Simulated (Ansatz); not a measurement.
`[F][Hf]([F])([F])[Cl]` + H₂S → `[F][Hf]([F])([SH])[Cl]` + H–F at 700 K and 1 bar (ligand exchange at the Hf–F bond).

Calculated with Ansatz (gas phase, PBE0-D4/def2-TZVP geometries, no zero-point term in ΔE). CCSD(T)/CBS is the MP2 limit (def2-TZVPP, def2-QZVPP) plus CCSD(T) − MP2 in def2-TZVPP, frozen cores. This one scheme is used for every species. def2 core potentials past Kr. For Hf outer-core shells are correlated without core-valence functions, which leaves a few kJ/mol of doubt a bond. One conformer a species, not always the lowest.

```tsv
species	CCSD(T)/CBS energy (Eh)	H − E (kJ/mol)	S (J/(mol·K))
`[F][Hf]([F])([F])[Cl]`	-807.38599	78.8	435.8
H₂S	-398.97279	64.8	236.9
`[F][Hf]([F])([SH])[Cl]`	-1105.93208	106.5	490.3
H–F	-100.39570	45.2	198.5
```

H − E and S are ideal-gas, rigid-rotor, harmonic terms from PBE0-D4/def2-TZVP, for one conformer and one mirror image of each species. 1 Eh = 2625.50 kJ/mol, R = 8.31446 J/(mol·K).

Question: By hand: ΔE, ΔH, ΔS and ΔG.

Answer: ΔE = (-1105.93208) + (-100.39570) − (-807.38599) − (-398.97279) = 0.03100 Eh = 81.4 kJ/mol. Δ(H − E) = 106.5 + 45.2 − 78.8 − 64.8 = 8.1, so ΔH = 89.5 kJ/mol. ΔS = 490.3 + 198.5 − 435.8 − 236.9 = 16.1 J/(mol·K). ΔG = 89.5 − 700 × (16.1)/1000 = 78.2 kJ/mol.

Question: By hand: the equilibrium constant, and the temperature at which ΔG would vanish if ΔH and ΔS stayed fixed.

Answer: log₁₀ K = −ΔG/(RT ln 10) = -5.8. ΔG = 0 at ΔH/ΔS = 5559 K, far beyond where these terms or the molecules hold.

ΔH outweighs TΔS. A doubt of 5 kJ/mol in ΔE shifts log₁₀ K by 0.4 here. Other conformers and mirror images would add mixing entropy, several J/(mol·K) or more a flexible species. These are equilibria of isolated gas molecules and say nothing of rates. Largest T1 diagnostic: 0.016 (customary marks: 0.02 for closed shells, 0.045 for open ones).
